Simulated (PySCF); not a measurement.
Working with the constants of SnS

PBE0 constants of SnS, ¹Σ⁺ (singlet), closed shell (PySCF, scalar-relativistic core potentials, basis sets Sn cc-pVTZ-PP with ECP28, S cc-pV(T+d)Z; masses 119.9022 and 31.9721 u):

| Property | Result |
| --- | --- |
| ωe | 503.3 cm⁻¹ |
| ωexe | 1.16 cm⁻¹ |
| Be | 0.13698 cm⁻¹ |
| αe | 0.000455 cm⁻¹ |
| De to Sn + S | 4.95 eV |

What force constant and bond length do these constants imply?

Reduced mass μred = 25.241 u; k = 5.8918×10⁻⁷·μred·ωe² (u, cm⁻¹, mdyn/Å) = 3.77 mdyn/Å; Re = √(16.8576/(μred·Be)) (u, cm⁻¹, Å) = 2.208 Å.

Estimate the centrifugal constant D from the Kratzer relation and find the Dunham coefficient a1.

D = 4Be³/ωe² = 4.06e-08 cm⁻¹; a1 = −1 − αeωe/(6Be²) = -3.03.

Measured values (Huber and Herzberg, Constants of Diatomic Molecules (1979)): ωe = 487.26 cm⁻¹, ωexe = 1.358 cm⁻¹, Be = 0.13686139 cm⁻¹, αe = 0.00050563 cm⁻¹.

These are scalar-relativistic numbers at best; spin–orbit coupling would shift them, the dissociation energy most.
